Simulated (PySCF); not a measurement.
**SiOCl₂ + HF → SiF(OH) + Cl₂**

Level: PBE0 in the def2-TZVP basis family, all electrons, no relativity, computed in PySCF with density fitting; open shells unrestricted.

```tsv
species	state and structure	E (Eh)	ZPE (kJ/mol)	H(298 K) − H(0) (kJ/mol)	S° (J/(mol K))
SiOCl₂	singlet, C2v, Si–Cl 2.006 Å (×2), Si–O 1.506 Å; Cl–Si–Cl 108.6°, Cl–Si–O 125.7° (×2)	-1284.79185	19.2	14.7	301.3
HF	singlet, C∞v, H–F 0.920 Å	-100.39188	24.9	8.7	173.6
SiF(OH)	singlet, Cs, O–H 0.963 Å, Si–F 1.620 Å, Si–O 1.637 Å; F–Si–O 101.6°, H–O–Si 120.3°	-465.03345	42.7	12.1	266.8
Cl₂	singlet, D∞h, Cl–Cl 1.982 Å	-920.08940	3.5	9.1	222.5
```

**Question.** What is the electronic reaction energy?

**Answer.** At PBE0/def2-TZVP, ΔE = 159.8 kJ/mol from the differences of the total energies times 2625.5, uphill. 

**Question.** Add zero-point, thermal and entropy terms for 298.15 K and 1 bar.

**Answer.** ΔZPE = 2.1 and Δ[H(298) − H(0)] = -2.2 kJ/mol give ΔH° = 159.7 kJ/mol. ΔS° = 14.4 J/(mol K), so ΔG° = 159.7 − 298.15 × (0.0144) = 155 kJ/mol.

The structures come from searches over a few start shapes, so lower isomers are not excluded.
